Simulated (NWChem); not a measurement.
Species: Si$_{2}$H$_{2}$ClF$_{3}$; SMILES F[Si](F)(F)[SiH2]Cl

```xyz
8

Si     0.0406    -1.0851    -0.0013
F     -1.0953    -2.2456    -0.0223
F      0.9503    -1.3179     1.3207
F      0.9926    -1.3120    -1.2943
Si    -0.9478     1.0324    -0.0125
Cl     0.5866     2.4367     0.0142
H     -1.7717     1.2019    -1.2543
H     -1.8099     1.1968     1.2038
```
Atoms are numbered in this order, from 1.

Results from NWChem. Pople sets run with spherical d functions. Geometry: optimised at PBE-D3(BJ)/def2-SVP. Level: PBE/6-31G* with SMD (1 M gas to 1 M solution), gas-phase geometry. Reactions with the solvent are ignored.

```csv
solvent,dielectric constant,solvation free energy (kcal/mol),cavity-dispersion-structure term (kcal/mol),dipole in solution (D)
water,78.4,1.0,3.9,2.46
methanol,32.6,-3.2,-0.4,2.45
chlorobenzene,5.70,-2.7,-0.3,2.34
cyclohexanone,15.6,-2.3,0.5,2.42
anisole,4.22,-2.2,0.0,2.30
"N,N-dimethylformamide",37.2,-2.4,0.5,2.45
```
